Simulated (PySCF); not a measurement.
Input for PySCF: R-BP86/6-31G* on CH3ClN2 (a complex).

```python
from pyscf import gto, scf, dft, mp
from pyscf.data.elements import chemcore

mol = gto.M(
    atom='''
    N     0.21845922   -0.37646004   -0.16395709
    N     1.10229885    0.08335934   -0.60762064
    C    -0.95224325   -0.66401562    3.07120465
    Cl    0.43347248    0.45770305    3.28008228
    H    -0.56513635   -1.63080820    2.76492467
    H    -1.47201665   -0.74217836    4.02119842
    H    -1.60693717   -0.25867683    2.30636400
    ''',
    basis='6-31g*',
    cart=True,
    charge=0, spin=0, verbose=3, max_memory=1800)
mf = dft.RKS(mol, xc='b88,p86')
mf.conv_tol = 1e-8
mf.max_cycle = 100
mf.kernel()
if not mf.converged:
    mf = mf.newton().run(mf.mo_coeff, mf.mo_occ)
```

Output:

```
converged SCF energy = -609.656695312093
```

Self-consistency was reached.

Cost: very roughly 1.4 core-seconds.
